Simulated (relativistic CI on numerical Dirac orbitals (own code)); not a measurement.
# Hf⁵¹⁺: q coefficients and field-shift factors

These numbers are calculated, not measured: Dirac-Coulomb-Breit CI, KLI orbitals optimised for each configuration, derivatives by finite differences, unscaled Slater integrals, QED left out (own radial code, finite nucleus).

CI space (outside the closed core [Ne]): 3s2.3p6.3d3, 3s2.3p5.3d4, 3s.3p6.3d4, 3p6.3d5, 3s2.3p6.3d2.4s, 3s2.3p6.3d2.4p, 3s2.3p6.3d2.4d, 3s2.3p5.3d3.4s. Levels of other configurations are missing.

With x = (α/α₀)² − 1 an excitation energy changes as ω = ω₀ + qx; K = 2q/ω₀ is the relative enhancement. Terms are leading LS components, so labels can repeat. The field-shift factor is F = δν/δ⟨r²⟩ for the transition from the lowest level.

Lowest level 3s2.3p6.3d3 4F_3/2.

| Level | ω₀ (cm⁻¹) | q (cm⁻¹) | K | F (GHz/fm²) |
| --- | --- | --- | --- | --- |
| 3s2.3p6.3d3 4F_5/2 | 452635 | 526000 | 2.32 | 11.6 |
| 3s2.3p6.3d3 4P_3/2 | 505214 | 518100 | 2.05 | 11.3 |
| 3s2.3p6.3d3 2G_7/2 | 532444 | 528700 | 1.99 | 11.9 |
| 3s2.3p6.3d3 2H_9/2 | 532486 | 512200 | 1.92 | 12 |
| 3s2.3p6.3d3 4P_1/2 | 548452 | 520900 | 1.9 | 11.1 |
| 3s2.3p6.3d3 2D_5/2 | 732840 | 556200 | 1.52 | 12.4 |
| 3s2.3p6.3d3 4F_7/2 | 977160 | 1.042e+06 | 2.13 | 23.2 |
| 3s2.3p6.3d3 4F_9/2 | 1012575 | 1.047e+06 | 2.07 | 23.8 |
| 3s2.3p6.3d3 4P_3/2 | 1057336 | 1.053e+06 | 1.99 | 22.7 |
| 3s2.3p6.3d3 2P_1/2 | 1081147 | 1.053e+06 | 1.95 | 23 |
| 3s2.3p6.3d3 2H_11/2 | 1088740 | 1.038e+06 | 1.91 | 24.3 |
| 3s2.3p6.3d3 2D_5/2 | 1095161 | 1.031e+06 | 1.88 | 21.8 |
| 3s2.3p6.3d3 2F_5/2 | 1161965 | 1.064e+06 | 1.83 | 22.9 |

At this charge energies of transitions that change n are usually good to better than 1 %, and those within a shell (Δn = 0) to a few per cent.
